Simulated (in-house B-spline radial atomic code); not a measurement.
A calculation on the calcium ion Ca⁵⁺: its settings, and results tabulated from the run. Method: non-relativistic HSE06, spin-polarised, spherical fractional occupations, exact exchange averaged over the configuration, point nucleus. Calculated with a B-spline radial code for spherical atoms.

Command:
```bash
python run_scf.py task.json out
```
Settings:
```
Z                20
configuration    [Ne] 3s2 3p3
hamiltonian      nr
method           hse06
spin_polarised   True
exact_exchange   averaged over the configuration
```

Output (hartree, bohr):
```
 radial grid: 44 intervals, B-splines of order 8, outer radius 12.1053 bohr

 iter        energy (Eh)    residual
    1        -666.475712    4.08e-01
    2        -669.114713    1.42e-01
    3        -669.296806    4.95e-02
    4        -669.321052    1.71e-02
    5        -669.324458    5.36e-03
    6        -669.324742    9.76e-05
    7        -669.324742    1.07e-05
    8        -669.324742    3.41e-07
    9        -669.324742    1.39e-08

 total energy                      -669.32474
 kinetic                             668.7972
 electron-nucleus                  -1541.4557
 Hartree                             237.0551
 exact exchange                       -8.0836
 exchange-correlation                -25.6378

 orbital      occ     eigenvalue          <r>       <r^2>       <1/r>       <r^4>       r_max
 1s up      1.000      -148.7317    0.0773459  0.00803252     19.5389 0.000165631     0.05081
 1s down    1.000      -148.6832     0.077326  0.00802802     19.5427 0.000165435      0.0508
 2s up      1.000       -18.5117     0.364879    0.157499     4.02861   0.0438297      0.3011
 2s down    1.000       -18.4692     0.364552    0.157052      4.0279   0.0433454      0.3013
 2p up      3.000       -15.6364     0.326705    0.131808     3.95185    0.035926      0.2468
 2p down    3.000       -15.5688     0.327027    0.131951     3.94616   0.0358352      0.2474
 3s up      1.000        -4.4863      1.07163     1.30792      1.3032     2.60565      0.9599
 3s down    1.000        -4.1952      1.08038     1.33319     1.29461      2.7409      0.9593
 3p up      3.000        -3.6919      1.11719     1.43944     1.21429      3.2848      0.9848
```

Run time, properties included: 0.41 s on 1 thread of Arm Neoverse N1 (shared host).
